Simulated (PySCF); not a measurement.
Geometry:
| atom | x (Å) | y (Å) | z (Å) |
| --- | --- | --- | --- |
| C1 | 2.804 | -0.118 | -0.440 |
| C2 | 1.627 | 0.514 | 0.266 |
| O3 | 0.490 | -0.301 | 0.114 |
| Si4 | -1.052 | 0.176 | 0.559 |
| N5 | -1.637 | 1.596 | -0.221 |
| Si6 | -2.378 | -1.654 | -0.035 |
| H7 | 3.008 | -1.116 | -0.023 |
| H8 | 3.707 | 0.500 | -0.329 |
| H9 | 2.589 | -0.236 | -1.512 |
| H10 | 1.857 | 0.648 | 1.342 |
| H11 | 1.434 | 1.524 | -0.146 |
| H12 | -1.063 | 0.505 | 2.021 |
| H13 | -1.838 | 1.626 | -1.213 |
| H14 | -1.514 | 2.521 | 0.172 |
| H15 | -1.768 | -2.948 | 0.400 |
| H16 | -2.548 | -1.687 | -1.523 |
| H17 | -3.737 | -1.539 | 0.581 |

Geometry: PBE0-D3(BJ)/def2-SVP; GIAO absolute shieldings from PySCF 2.14.0 with density-fitted response routines, gas phase, non-relativistic, averaged over equivalent atoms.

At PBE0/pcSseg-1 (171 basis functions, 53 s wall time on 1 thread of an Arm Neoverse N1, shared host):
```tsv
atoms	σ (ppm)
C2	124.3
C1	164.4
O3	249.2
Si4	371.9
Si6	462.0
N5	232.4
H12	26.25
H11	27.44
H10	27.78
H15/H16/H17	27.94
H7/H8/H9	30.00
H13/H14	30.17
```

Predict the values at HF/pcSseg-1 on the same geometry.

Answers


```csv
atoms,σ at HF/pcSseg-1,change
C2,137.1,+12.8
C1,170.8,+6.4
O3,287.2,+38.0
Si4,416.4,+44.5
Si6,488.5,+26.5
N5,245.4,+13.0
H12,27.33,+1.08
H11,28.29,+0.85
H10,28.50,+0.72
H15/H16/H17,28.52,+0.58
H7/H8/H9,30.35,+0.35
H13/H14,30.60,+0.43
```

The largest change is at Si4 (silicon bonded to N, O, Si, H). Cost: 171 basis functions, 19 s wall time on 1 thread of an Arm Neoverse N1, shared host.
